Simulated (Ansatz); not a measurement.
trans-PtH2(AsH3)2 (As2PtH8). Total charge 0; singlet. Geometry r2SCAN-D4/def2-SVP, basis def2-TZVP, Ansatz.

```
run  HOMO (eV)  LUMO (eV)
  A      -6.00      -1.08
  B      -6.39      -0.72
  C      -5.53      -1.30
  D      -7.65       0.20
```

In the def2 sets Pt takes a core potential; there is no spin–orbit coupling. HSE06 is defined as in plane-wave codes, on full-range PBE exchange.

Q: The runs used CAM-B3LYP, HSE06, PBE0, r2SCAN. Estimate which is which.

A: A HSE06 (range-separated); B PBE0 (25 % exact exchange); C r2SCAN (0 % exact exchange); D CAM-B3LYP (range-separated). Exact exchange lowers occupied and raises empty levels; among semilocal functionals meta-GGAs tend to open the gap a little, and such runs are hard to tell apart. The gap grows from 4.23 eV (r2SCAN) to 7.85 eV (CAM-B3LYP).
